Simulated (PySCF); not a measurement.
Working out the ionisation energy of Cd²⁺

Cd²⁺ [Kr] 4d10 (1S) → Cd³⁺ [Kr] 4d9 (2D). Computed with PySCF 2.14 in x2c-TZVPPall, with the spin-free X2C one-electron Hamiltonian (Gaussian nucleus). Frozen: [Ar] 3d10. Energies in hartree (1 hartree = 27.21139 eV):

```tsv
part	Cd²⁺ (lower)	Cd³⁺ (upper)
UHF	-5590.471775	-5589.153094
CCSD correlation	-0.594440	-0.541393
(T)	-0.012023	-0.009767
```

Task: What does Hartree-Fock give?

Result: (-5589.153094) − (-5590.471775) = 1.318681 hartree = 35.883 eV.

Task: What do CCSD and CCSD(T) give?

Result: The CCSD correlation energies differ by 0.053047 hartree = 1.443 eV and the triples by 0.002256 hartree = 0.061 eV, so CCSD gives 37.326 eV and CCSD(T) 37.387 eV.

Reference: 37.468 ± 0.006 eV (measured; NIST Atomic Spectra Database, ionization energies), between the lowest levels; spin-orbit coupling is absent from the calculation.

What remains against the reference includes basis incompleteness, the frozen core and higher excitations.
